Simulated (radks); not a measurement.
Values are calculated unless marked as measured or tabulated.
Q: These are the eigenvalues of the occupied orbitals of an atom or ion with whole-number occupations (eV). Level of theory: non-relativistic Kohn-Sham, LDA (Slater exchange, Perdew-Zunger correlation), spin-polarised, spherical densities, point nucleus (a radial shooting solver on a logarithmic mesh with Libxc functionals).

1s: -616.0151
2s: -102.1666

Which element is it, and in what charge state? The configuration may be excited. Open shells, if any, are filled with parallel spins first.

A: Z = 8, oxygen, charge +4: O4+ in [He] 2s2. The 1s level, -22.638 hartree, gives Z - s = 6.7 by -(Z - s)^2/2, which with screening narrows Z to a few neighbours, and with so few levels the electron count can be read from the list.
